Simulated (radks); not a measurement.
Task: The mean radii <r> (bohr) of the occupied orbitals of an atom or ion are listed with their occupations. Calculated with a radial shooting solver on a logarithmic mesh with Libxc functionals: scalar-relativistic Kohn-Sham, TASK exchange with Perdew-Wang LDA correlation, spin-unpolarised, spherical densities, finite nucleus; meta-GGA in the generalised Kohn-Sham scheme; Fermi nuclear charge, rms radius of each element as measured or else 0.836 A^(1/3) + 0.57 fm.

orbital  occ.      <r>
1s          2  0.07700
2s          2   0.3637
2p          6   0.3269
3s          2    1.131
3p          5    1.204

Name the element and its charge.

Result: Z = 20, calcium, charge +3: Ca3+ in [Ne] 3s2 3p5. The 1s radius gives Z: for a bare nucleus <r> = (2 gamma + 1)/(2Z) with gamma = sqrt(1 - (Z/c)^2), 0.07446 bohr for Z = 20, and screening makes it slightly larger (0.07700 here). The occupations add up to 17, and the charge is Z minus that.
